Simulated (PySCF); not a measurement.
C$_{2}$H$_{5}$N, charge -1, doublet, geometry from GFN2-xTB (a state made from the parent by changing its charge; the spin is typed, not shown lowest) (in this run its highest filled SCF level lies above zero, so its values depend strongly on the basis, on diffuse functions most of all). Base run: R2SCAN/6-31G run with PySCF.

PySCF was given this input:
```python
from pyscf import gto, scf, dft

mol = gto.Mole()
mol.atom = '''
    C     1.069281   -0.359560    0.020874
    N    -0.054568    0.367812    0.458481
    C    -1.156070    0.242736   -0.362938
    H     1.581013    0.069265   -0.888081
    H     1.833448   -0.377720    0.817563
    H     0.862421   -1.431850   -0.257947
    H    -1.284566   -0.701054   -0.942611
    H    -2.089610    0.567621    0.114086
'''
mol.basis = '6-31g'
mol.charge = -1
mol.spin = 1
mol.verbose = 4
mol.build()

mf = dft.UKS(mol)
mf.xc = 'r2scan'
mf.kernel()
mf.analyze()
```

Each row names what was changed in the base input (with any setting that the change needs).

| change | ΔE vs base (µEh) | grid points | electrons on the grid |
|---|---|---|---|
| base | 0.0 | 91184 | 25.00001 |
| grids.atom_grid = (99, 590) | 2.8 | 259360 | 25.00000 |
| grids.level = 7 | 9.7 | 508752 | 25.00000 |
| grids.level = 5 | 13.8 | 245776 | 25.00000 |
| small_rho_cutoff = 0 | 0.0 | 91184 | 25.00001 |
| grids.prune = off | 0.1 | 143456 | 25.00000 |
| grids.level = 4 | 20.2 | 163632 | 25.00000 |
| grids.atom_grid = (30, 110) | -1075 | 19704 | 24.99990 |
| grids.level = 0 | -421 | 6336 | 25.01373 |
| grids.atom_grid = (150, 974) | 10.9 | 648360 | 25.00000 |
| grids.becke_scheme = stratmann | 2.9 | 91184 | 25.00000 |

Open shells are given as the SCF converged; they aren't shown to be the lowest states, and a large step between rows can be another state.
